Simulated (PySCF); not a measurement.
## How methods differ on the ionisation energy of Fe¹⁷⁺

Fe¹⁷⁺ [He] 2s2 2p5 (2P) → Fe¹⁸⁺ [He] 2s2 2p4 (3P), as a difference of total energies. Computed with PySCF 2.14 in an even-tempered Gaussian basis (18 s from 3.1 bohr⁻², ratio 2.2; 11 p from 4 bohr⁻², ratio 2.2; 6 d from 21 bohr⁻², ratio 2.4; 5 f from 32 bohr⁻², ratio 2.4; 5 g from 48 bohr⁻², ratio 2.4), with the non-relativistic Hamiltonian (point nucleus). Correlated levels: nothing frozen; virtual orbitals above 40 to 60 times the deepest correlated orbital energy dropped. The calculations carry no spin-orbit coupling.

```tsv
method	ionisation energy (eV)
UHF	1353.8
LDA	1354.4
PBE	1354.9
PBE0	1355.1
r2SCAN	1356.2
M06-L	1355.9
M06-2X	1355.3
MP2 (all electrons)	1355.4
SCS-MP2 (all electrons)	1355.4
```

A first-order spin-orbit estimate (lowest level to lowest level, LS coupling) adds -0.164 eV.

These non-relativistic numbers lack the scalar-relativistic shift.

For comparison: 1357.8 ± 1.9 eV (semi-empirical (NIST evaluation); NIST Atomic Spectra Database, ionization energies).
